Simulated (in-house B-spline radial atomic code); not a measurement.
A fraction x of an electron is moved 3p → 3d in neutral argon, starting from [Ne] 3s2 3p6 and keeping the highest spin. Method: non-relativistic B3LYP, spin-polarised, spherical fractional occupations, point nucleus. Calculated with a B-spline radial code for spherical atoms.

Caution: exact exchange at fractional occupations of open shells leaves self-interaction of up to several eV.

| x | E(x) - E(0) (eV) | 3p down level (eV) | 3d up level (eV) |
| --- | --- | --- | --- |
| 0 | 0.0000 | -11.671 | - |
| 0.375 | 4.9216 | -14.886 | -0.309 |
| 0.5 | 6.7988 | -15.814 | -0.371 |
| 0.625 | ? | ? | ? |
| 0.75 | ? | ? | ? |
| 0.875 | 12.9190 | -17.379 | -0.497 |
| 1 | 15.0389 | -17.546 | -0.532 |

Problem. What belongs in the row x = 0.625?

Solution. An energy change of 8.7755 eV; 3p down at -16.569 eV, 3d up at -0.421 eV.

Problem. What belongs in the row x = 0.75?

Solution. An energy change of 10.8244 eV; 3p down at -17.062 eV, 3d up at -0.459 eV.

Problem. Check Janak's theorem between x = 0.375 and 0.5.

Solution. The slope of the energy is 15.02 eV; the orbital levels give 15.01 eV (ε of the receiving orbital less ε of the emptying one, averaged over the two points).
